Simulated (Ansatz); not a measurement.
Conformers of `COCCOCCOC`, each relaxed with PBE0-D4/def2-TZVP in Ansatz. CBS adds the triple-zeta coupled-cluster correction to the MP2 limit.

Not all of them had a frequency check.

Conformer A:

Cartesian coordinates in Å:
```
C 2.067 1.175 2.328
O 2.384 1.597 1.029
C 1.277 1.666 0.168
C 0.948 0.319 -0.448
O -0.184 0.495 -1.259
C -0.527 -0.631 -2.033
C -1.175 -1.769 -1.268
O -2.468 -1.486 -0.804
C -2.512 -0.769 0.404
H 1.672 0.152 2.356
H 2.988 1.204 2.912
H 1.331 1.843 2.795
H 0.392 2.053 0.692
H 1.528 2.372 -0.626
H 1.803 -0.033 -1.044
H 0.767 -0.423 0.341
H 0.365 -1.018 -2.552
H -1.231 -0.273 -2.788
H -0.533 -2.100 -0.439
H -1.272 -2.613 -1.959
H -2.144 0.255 0.290
H -3.555 -0.743 0.722
H -1.922 -1.273 1.184
```

Conformer B:

```xyz
23

C    -1.816    2.495    0.626
O    -0.468    2.225    0.348
C    -0.204    1.955   -1.001
C    -0.925    0.736   -1.559
O    -0.850   -0.407   -0.752
C     0.455   -0.869   -0.513
C     0.336   -2.221    0.164
O     1.591   -2.763    0.488
C     2.117   -2.288    1.698
H    -2.445    1.604    0.523
H    -2.210    3.286   -0.029
H    -1.868    2.840    1.659
H     0.878    1.824   -1.068
H    -0.469    2.816   -1.636
H    -0.514    0.538   -2.563
H    -1.991    0.940   -1.680
H     1.007   -0.170    0.128
H     1.011   -0.979   -1.456
H    -0.153   -2.923   -0.516
H    -0.296   -2.123    1.057
H     1.445   -2.510    2.538
H     2.303   -1.206    1.682
H     3.066   -2.800    1.861
```

Which is lowest in electronic energy at CCSD(T)/CBS (frozen core, def2 sets), and by how much? (Estimate.)

Computed: B; A lies 1.0 kJ/mol higher. Gaps under about 2 kJ/mol don't settle the order.

Give the energies relative to B (kJ/mol) with PBE-D4/def2-TZVPP, r2SCAN-D4/def2-TZVPP, PBE/def2-TZVPP, B3LYP/def2-TZVPP, MP2/def2-TZVPP, CCSD(T)/def2-TZVPP, SCS-MP2/def2-QZVPP. (Estimate.)

The calculation gave: 
```tsv
level	A
PBE-D4/def2-TZVPP	-0.4
r2SCAN-D4/def2-TZVPP	1.2
PBE/def2-TZVPP	0.0
B3LYP/def2-TZVPP	0.0
MP2/def2-TZVPP	1.4
CCSD(T)/def2-TZVPP	0.9
SCS-MP2/def2-QZVPP	1.3
```

B3LYP here is the variant with VWN-RPA as its local correlation; programs differ in this.
